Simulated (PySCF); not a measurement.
anthracene (C14H10): Computed beside measured shifts

System: anthracene (C14H10), SMILES c1ccc2cc3ccccc3cc2c1.

Atom-mapped SMILES (hydrogens are numbered by the atom that bears them): [cH:1]1[cH:2][cH:3][c:4]2[cH:5][c:6]3[cH:7][cH:8][cH:9][cH:10][c:11]3[cH:12][c:13]2[cH:14]1

Level of theory: GIAO KT3/pcSseg-1, gas phase, PySCF SCF with an in-house response code, fitting set def2-universal-JFIT, grid level 2, non-relativistic, geometry: GFN2-xTB.

One optimised conformer. Values are averaged over the atoms that symmetry or fast rotation interchanges, on this one geometry and without vibrational averaging. Shifts are the reference shielding less the shielding here, at the same level (13C, 1H against isolated TMS); nuclei without a reference have shieldings only.

Problem. What shifts does this level give for H on 3/7/10/14, H on 1/2/8/9, H on 5/12, C4/6/11/13, C3/7/10/14, C1/2/8/9, C5/12, H on 3/7/10/14, H on 1/2/8/9, H on 5/12, C4/6/11/13, C3/7/10/14, C1/2/8/9, C5/12, and how do they compare with measurement?

Solution. 
| atom | nucleus | computed / ppm | measured / ppm | computed less measured | measured against | medium of the measurement |
| --- | --- | --- | --- | --- | --- | --- |
| H on 3/7/10/14 | 1H | 8.03 | 8.01 | 0.02 | TMS | CDCl3 |
| H on 1/2/8/9 | 1H | 7.58 | 7.46 | 0.12 | TMS | CDCl3 |
| H on 5/12 | 1H | 8.35 | 8.43 | -0.08 | TMS | CDCl3 |
| C4/6/11/13 | 13C | 123.4 | 131.7 | -8.3 | TMS | CDCl3 |
| C3/7/10/14 | 13C | 122.7 | 128.2 | -5.5 | TMS | CDCl3 |
| C1/2/8/9 | 13C | 119.5 | 125.3 | -5.8 | TMS | CDCl3 |
| C5/12 | 13C | 121.0 | 126.2 | -5.2 | TMS | CDCl3 |
| H on 3/7/10/14 | 1H | 8.03 | 7.92 | 0.11 | TMS | CCl4 |
| H on 1/2/8/9 | 1H | 7.58 | 7.38 | 0.20 | TMS | CCl4 |
| H on 5/12 | 1H | 8.35 | 8.34 | 0.01 | TMS | CCl4 |
| C4/6/11/13 | 13C | 123.4 | 131.5 | -8.1 | TMS | CCl4 |
| C3/7/10/14 | 13C | 122.7 | 127.9 | -5.2 | TMS | CCl4 |
| C1/2/8/9 | 13C | 119.5 | 124.8 | -5.3 | TMS | CCl4 |
| C5/12 | 13C | 121.0 | 125.9 | -4.9 | TMS | CCl4 |

Measured values: Stadelmann, Balmer, Riniker, Ebert, PCCP 2022.
